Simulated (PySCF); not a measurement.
# Property card for `CC#CC1=C[CH-]C=C1`

Compound: C8H7 (charge -1).
SMILES with atom numbers: `[CH3:1][C:2]#[C:3][c:4]1[cH:5][cH:6][cH-:7][cH:8]1` (hydrogens: H9, H10, H11 on C1; H12 on C5; H13 on C6; H14 on C7; H15 on C8)

Among its groups: alkyne.

**GFN2-xTB geometry**

```
Rotational constants A, B, C of the GFN2-xTB geometry : 8.574, 1.008, 0.907 GHz
```

**PBE0/pcSseg-1 ground state and GIAO shieldings, non-relativistic (PySCF)**

```
HOMO energy                                         : -0.20 eV
LUMO energy                                         : 4.85 eV
HOMO–LUMO gap                                       : 5.05 eV
Lowest Hirshfeld atomic charge                      : -0.16 e on C6/C7
Highest Hirshfeld atomic charge                     : +0.03 e on H9/H10/H11
13C chemical shifts (computed TMS as zero) by class : 112.9 (C5/C8), 104.8 (C6/C7), 99.4 (C3), 95.7 (C4), 71.5 (C2), 9.0 (C1) ppm
1H chemical shifts (computed TMS as zero) by class  : 5.96 (H12/H15), 5.46 (H13/H14), 2.32 (H9/H10/H11) ppm
Mayer bond orders between heavy atoms               : C1–C2 1.23, C2–C3 2.29, C3–C4 1.06, C4–C5 1.35, C5–C6 1.46, C6–C7 1.35, C7–C8 1.46, C8–C4 1.35
```

Monoisotopic mass of the ion (most abundant isotopes, electron mass counted): 103.0553 u.

With B = h/(8π²I), that is 505.379 GHz u Å² over I, the principal moments of inertia are 58.9, 501.2 and 557.0 u Å² (most abundant isotopes). The rotational constants make it an asymmetric top with κ = (2B − A − C)/(A − C) = -0.97, nearer the prolate limit (−1).

Geometry: GFN2-xTB; no solvent or vibrations. NMR classes are plain means over equivalent atoms (diastereotopic ones count apart unless rotation or inversion swaps them), as if these changed places fast; in this geometry the members of some classes differ. No diffuse functions stand in pcSseg-1, which bears on an anion's orbital energies.
